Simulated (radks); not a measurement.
Species: Cd+. Configuration: [Kr] 4d10 5s1 (the NIST ground configuration).

All-electron calculation, scalar-relativistic Kohn-Sham, exchange-only r2SCAN, spin-unpolarised, spherical densities, finite nucleus; meta-GGA in the generalised Kohn-Sham scheme; Fermi nuclear charge, rms radius 4.6087 fm. Program: a radial shooting solver on a logarithmic mesh with Libxc functionals.

Energy parts (eV):
total: -152178.338
kinetic: 158417.437
electron-nucleus: -367659.462
Hartree: 61202.483
exchange: -4138.795

Orbitals (lengths in bohr, moments of r in powers of bohr; r(90%) holds 90 % of the orbital's charge):
| orbital | occ. | eigenvalue (eV) | <r^4> | r(90%) |
|---|---|---|---|---|
| 1s | 2 | -26585.24 | 4.073e-06 | 0.0546 |
| 2s | 2 | -3968.654 | 0.0007177 | 0.203 |
| 2p | 6 | -3558.755 | 0.0005161 | 0.187 |
| 3s | 2 | -752.3973 | 0.03270 | 0.526 |
| 3p | 6 | -616.6964 | 0.03498 | 0.536 |
| 3d | 10 | -404.7887 | 0.03318 | 0.528 |
| 4s | 2 | -117.1876 | 1.172 | 1.28 |
| 4p | 6 | -77.1593 | 1.776 | 1.42 |
| 4d | 10 | -19.8344 | 7.694 | 2.02 |
| 5s | 1 | -11.9390 | 111.1 | 4.02 |
| 5p | 0 | -6.2113 | 311.5 | 5.21 |

The highest occupied level is 5s at -11.939 eV. The density falls to 0.001 e/bohr^3 at r = 3.89 bohr.
